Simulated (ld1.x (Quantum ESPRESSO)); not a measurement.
## Transferability test, TM potential for gold

Au (Z = 79), norm-conserving Troullier–Martins (Kleinman–Bylander form), made with ld1.x (Quantum ESPRESSO) 7.5 (PBE, scalar-relativistic). Core [Kr] 4d10 4f14, reference 5s2 5p6 5d10 6s1 6p0. Waves: 5p (bound): rc 1.40 bohr; 5d (bound): rc 1.30 bohr; 5s (bound): rc 1.45 bohr. Local part: the s channel. Core correction: none.

Occupied shells without a wave of their own: 6s. They enter only through the test configuration that unscreens the potential.

Energies are relative to the spin-unpolarised reference configuration 5s2 5p6 5d10 6s1 6p0; without spin polarisation the order of configurations can differ from experiment.

(1) Give the all-electron excitation energy and the error of the potential for: 5s2 5p6 5d10 6s0 6p0; 5s2 5p6 5d9 6s0 6p0; 5s2 5p6 5d8 6s0 6p0; 5s2 5p6 5d10 6s0 6p1; 5s2 5p6 5d9 6s1 6p1; 5s1 5p6 5d10 6s1 6p0; 5s2 5p6 5d10 6s0.5 6p0.

Levels in the configuration 5s2 5p6 5d10 6s0 6p0:

```
level  all-electron (eV)  pseudo (eV)
   5s           -116.878     -118.282
   5p            -68.343      -69.631
   5d            -15.328      -16.331
```

The potential misses its own reference levels by up to 2.5 eV, so it is not fit for use.

Results:

(1)

```csv
valence configuration,charge,ΔE all-electron (eV),error AE − PS (meV)
5s2 5p6 5d10 6s0 6p0,+1,9.409,-3033
5s2 5p6 5d9 6s0 6p0,+2,30.617,-4149
5s2 5p6 5d8 6s0 6p0,+3,64.494,-5461
5s2 5p6 5d10 6s0 6p1,0,5.248,-2646
5s2 5p6 5d9 6s1 6p1,0,7.497,+28
5s1 5p6 5d10 6s1 6p0,+1,115.231,-410
5s2 5p6 5d10 6s0.5 6p0,+0.5,3.773,-1378
```

These tests converged, but a pseudo level misses the all-electron one widely, so the file describes the atom poorly there or has found another state: 5s2 5p6 5d10 6s0 6p0: empty 6s by 3.6 eV; 5s2 5p6 5d9 6s0 6p0: empty 6s by 4.6 eV; 5s2 5p6 5d8 6s0 6p0: empty 6s by 5.7 eV; 5s2 5p6 5d10 6s0 6p1: empty 6s by 2.2 eV; 5s2 5p6 5d9 6s1 6p1: 6s by 3.0 eV; 5s1 5p6 5d10 6s1 6p0: 6s by 3.8 eV; 5s2 5p6 5d10 6s0.5 6p0: 6s by 3.0 eV. The 6s level has no wave, so the channel is fitted at the deeper level alone: the likely source of the large errors.
